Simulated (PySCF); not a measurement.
**Basis-set dependence of population analyses: `C[Si](Cl)(Cl)[Si](C)(Cl)Cl`**

Species: C2H6Cl4Si2.
Geometry (PBE0-D3(BJ)/def2-SVP, Å), atoms numbered from 1 in this order:
```xyz
14
C2H6Cl4Si2 angstrom
C      0.7236    2.0313    0.9461
Si    -0.1309    1.1611   -0.4549
Cl     0.1672    2.2197   -2.2010
Cl    -2.1691    1.0591   -0.0691
Si     0.5828   -1.0364   -0.7848
C     -0.0723   -2.2436    0.4662
Cl     2.6566   -0.9949   -0.6829
Cl     0.0167   -1.6328   -2.6775
H      0.5276    1.5098    1.8955
H      1.8092    2.0411    0.7640
H      0.3652    3.0682    1.0309
H      0.3064   -1.9963    1.4696
H     -1.1721   -2.2002    0.4792
H      0.2420   -3.2671    0.2119
```

PBE0 throughout (PySCF), one geometry, spherical d and f functions. The structure is a single PBE0-D3(BJ)/def2-SVP conformer in the gas phase; no vibrational or solvent corrections. Atoms taken as equivalent share a column and are averaged.

Mulliken charges (e):

```json
{"basis": "STO-3G", "functions": "70", "C1/C6": "-0.395", "Si2/Si5": "+0.710", "Cl3/Cl4/Cl7/Cl8": "-0.310", "H9 (×6)": "+0.102"}
{"basis": "pcSseg-0", "functions": "108", "C1/C6": "-1.157", "Si2/Si5": "+0.905", "Cl3/Cl4/Cl7/Cl8": "-0.312", "H9 (×6)": "+0.292"}
{"basis": "6-31G", "functions": "108", "C1/C6": "-0.813", "Si2/Si5": "+0.549", "Cl3/Cl4/Cl7/Cl8": "-0.219", "H9 (×6)": "+0.235"}
{"basis": "6-31G*", "functions": "148", "C1/C6": "-0.758", "Si2/Si5": "+0.510", "Cl3/Cl4/Cl7/Cl8": "-0.218", "H9 (×6)": "+0.228"}
{"basis": "cc-pVDZ", "functions": "166", "C1/C6": "-0.244", "Si2/Si5": "+0.401", "Cl3/Cl4/Cl7/Cl8": "-0.211", "H9 (×6)": "+0.088"}
{"basis": "def2-SVP", "functions": "166", "C1/C6": "-0.326", "Si2/Si5": "+0.524", "Cl3/Cl4/Cl7/Cl8": "-0.242", "H9 (×6)": "+0.095"}
{"basis": "pcSseg-1", "functions": "208", "C1/C6": "-0.602", "Si2/Si5": "+0.683", "Cl3/Cl4/Cl7/Cl8": "-0.294", "H9 (×6)": "+0.169"}
{"basis": "aug-cc-pVDZ", "functions": "262", "C1/C6": "+0.417", "Si2/Si5": "+1.287", "Cl3/Cl4/Cl7/Cl8": "-0.499", "H9 (×6)": "-0.236"}
{"basis": "6-311+G(2d,p)", "functions": "300", "C1/C6": "-0.674", "Si2/Si5": "+0.392", "Cl3/Cl4/Cl7/Cl8": "-0.136", "H9 (×6)": "+0.185"}
{"basis": "def2-TZVP", "functions": "320", "C1/C6": "-0.461", "Si2/Si5": "+0.438", "Cl3/Cl4/Cl7/Cl8": "-0.222", "H9 (×6)": "+0.156"}
```

IAO charges (e):

```tsv
basis	functions	C1/C6	Si2/Si5	Cl3/Cl4/Cl7/Cl8	H9 (×6)
STO-3G	70	-0.632	+0.679	-0.256	+0.155
pcSseg-0	108	-0.718	+0.678	-0.256	+0.184
6-31G	108	-0.715	+0.687	-0.265	+0.186
6-31G*	148	-0.722	+0.800	-0.300	+0.174
cc-pVDZ	166	-0.719	+0.807	-0.301	+0.171
def2-SVP	166	-0.714	+0.808	-0.298	+0.167
pcSseg-1	208	-0.725	+0.813	-0.302	+0.172
aug-cc-pVDZ	262	-0.730	+0.815	-0.305	+0.175
6-311+G(2d,p)	300	-0.741	+0.829	-0.307	+0.175
def2-TZVP	320	-0.745	+0.842	-0.311	+0.175
```

Hirshfeld charges (e):

```csv
basis,functions,C1/C6,Si2/Si5,Cl3/Cl4/Cl7/Cl8,H9 (×6)
STO-3G,70,-0.109,+0.532,-0.257,+0.030
pcSseg-0,108,-0.195,+0.316,-0.136,+0.051
6-31G,108,-0.184,+0.280,-0.136,+0.059
6-31G*,148,-0.185,+0.269,-0.129,+0.058
cc-pVDZ,166,-0.201,+0.283,-0.122,+0.054
def2-SVP,166,-0.209,+0.278,-0.113,+0.053
pcSseg-1,208,-0.211,+0.296,-0.122,+0.053
aug-cc-pVDZ,262,-0.221,+0.286,-0.114,+0.055
"6-311+G(2d,p)",300,-0.211,+0.277,-0.113,+0.054
def2-TZVP,320,-0.215,+0.277,-0.113,+0.054
```

ESP-fitted charges (e):

```
        basis  functions   C1/C6  Si2/Si5  Cl3/Cl4/Cl7/Cl8  H9 (×6)
       STO-3G         70  -0.547   +0.701           -0.303   +0.151
     pcSseg-0        108  -0.755   +0.628           -0.260   +0.216
        6-31G        108  -0.695   +0.496           -0.227   +0.218
       6-31G*        148  -0.638   +0.293           -0.141   +0.209
      cc-pVDZ        166  -0.556   +0.244           -0.122   +0.185
     def2-SVP        166  -0.546   +0.254           -0.120   +0.178
     pcSseg-1        208  -0.627   +0.316           -0.144   +0.200
  aug-cc-pVDZ        262  -0.663   +0.233           -0.109   +0.215
6-311+G(2d,p)        300  -0.647   +0.202           -0.098   +0.214
    def2-TZVP        320  -0.634   +0.224           -0.103   +0.206
```

Some averages cover members that differ in this geometry, most widely: H9 (×6), Mulliken in aug-cc-pVDZ -0.290 to -0.198; H9 (×6), ESP-fitted in pcSseg-0 +0.195 to +0.245; H9 (×6), ESP-fitted in STO-3G +0.133 to +0.178; Cl3/Cl4/Cl7/Cl8, Mulliken in 6-311+G(2d,p) -0.154 to -0.118 e.

Problem. Which scheme is steadiest as the basis changes?

Solution. Largest range over the bases for any column: IAO 0.16 e, Hirshfeld 0.26 e, ESP-fitted 0.50 e, Mulliken 1.57 e. IAO charges move least and Mulliken charges most, counted in e. Without the minimal STO-3G basis the ranges are IAO 0.16, Hirshfeld 0.05, ESP-fitted 0.43, Mulliken 1.57 e.

Problem. How much do the charges still move between the two largest bases, 6-311+G(2d,p) and def2-TZVP?

Solution. At most, over all atoms: Mulliken 0.214 e, IAO 0.013 e, Hirshfeld 0.004 e, ESP-fitted 0.022 e.

Problem. What do the same runs give for the total energy, the frontier levels and the dipole moment?

Solution. 
```tsv
basis	energy (Eh)	HOMO (eV)	LUMO (eV)	μ (D)
STO-3G	-2471.3415	-6.51	1.93	4.33
pcSseg-0	-2495.9145	-8.56	-1.23	4.02
6-31G	-2498.6228	-8.43	-0.96	4.35
6-31G*	-2498.7959	-8.08	-0.68	3.45
cc-pVDZ	-2498.9285	-7.94	-0.52	3.13
def2-SVP	-2498.0981	-7.88	-0.44	2.89
pcSseg-1	-2498.8055	-8.20	-0.78	3.22
aug-cc-pVDZ	-2498.9492	-8.03	-0.77	2.98
6-311+G(2d,p)	-2499.0116	-8.05	-0.84	2.93
def2-TZVP	-2499.0277	-7.98	-0.69	2.81
```

The dipole is fixed by the density alone, so its range of 1.54 D shows that the density itself changes with the basis, not only its division among atoms.
